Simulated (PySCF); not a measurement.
## Core-level binding energies of `CS[SiH2]O`

CH₆OSSi.
Atom-mapped SMILES: `[CH3:1][S:2][SiH2:3][OH:4]`

Computed, not measured: PySCF, delta-SCF UKS SCAN, pcX-2 on the ionised atom, pcseg-1 elsewhere, spin-free X2C. Vertical ΔSCF values, vacuum level as zero.

Q: What binding energy does each computed site have?

A: 
```
atom(s)     bonded to     level  binding energy (eV)  2p1/2 (eV)  count
     C1     S and 3 H      C 1s               291.56           –      1
     S2      C and Si      S 1s              2476.74           –      1
    Si3  O, S and 2 H  Si 2p3/2               107.65      108.28      1
    Si3  O, S and 2 H     Si 1s              1847.61           –      1
     O4      H and Si      O 1s               538.71           –      1
```

Q: Which photon wavelength matches the O 1s of O4 threshold?

A: λ = hc/E = 12398.42 eV Å / 538.71 eV = 23.015 Å.

Q: Which effective nuclear charge Zeff reproduces each element's mean 1s value in the hydrogen-like formula E = 13.606 eV × Zeff²?

A: C (Z = 6): mean 291.6 eV, Zeff = 4.63, Z − Zeff = 1.37; O (Z = 8): mean 538.7 eV, Zeff = 6.29, Z − Zeff = 1.71; Si (Z = 14): mean 1847.6 eV, Zeff = 11.65, Z − Zeff = 2.35; S (Z = 16): mean 2476.7 eV, Zeff = 13.49, Z − Zeff = 2.51. Means run over the listed sites, weighted by atom count.

Not every level is listed. Spin–orbit and ligand-field terms were added within each 2p shell after the spin-free SCF. 2p1/2 minus 2p3/2 (ligand field included): Si 0.63 eV. Isolated species at its PBE0-D3(BJ)/def2-SVP geometry (one conformer only).

Conformer computed: `[CH3:1][S:2][SiH2:3][OH:4]`: C1–S2–Si3–O4 -145°, H–O4–Si3–S2 50°.
